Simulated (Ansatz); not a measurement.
Basis sets compared for BiH2(NMe2) (C2H8BiN). Total charge 0; singlet. Geometry PBE-D4/def2-SVP. Ansatz on 4 threads of Intel Xeon on a shared host; times are rough, and most runs start from earlier orbitals.

```xyz
12

Bi    0.657   -1.299   -1.645
H    -0.373   -2.545   -0.756
H    -0.805   -0.858   -2.637
N     0.290    0.392   -0.271
C    -1.082    0.565    0.162
C     1.227    0.434    0.837
H    -1.457   -0.232    0.860
H    -1.768    0.596   -0.708
H    -1.182    1.537    0.702
H     2.270    0.300    0.481
H     1.180    1.435    1.329
H     1.043   -0.324    1.646
```

In the def2 sets Bi takes a core potential; there is no spin–orbit coupling.

Binding counts from free atoms (Bi quartet, H doublet, N quartet, C triplet) in the same basis, without a counterpoise term.

```json
{"level": "PBE-D4/def2-SVP", "functions": "108", "energy (Eh)": "-350.1106", "HOMO (eV)": "-4.60", "LUMO (eV)": "-1.47", "binding per atom (eV)": "3.45", "wall time": "2.2 s"}
{"level": "PBE0-D4/def2-SVP", "functions": "108", "energy (Eh)": "-350.1018", "HOMO (eV)": "-5.90", "LUMO (eV)": "-0.70", "binding per atom (eV)": "3.37", "wall time": "2.8 s"}
```

Estimate the rows for PBE-D4/def2-TZVP, PBE0-D4/def2-TZVP.


```tsv
level	functions	energy (Eh)	HOMO (eV)	LUMO (eV)	binding per atom (eV)	wall time
PBE-D4/def2-TZVP	191	-350.2742	-4.80	-1.68	3.44	3.7 s
PBE0-D4/def2-TZVP	191	-350.2605	-6.04	-0.92	3.36	5.5 s
```
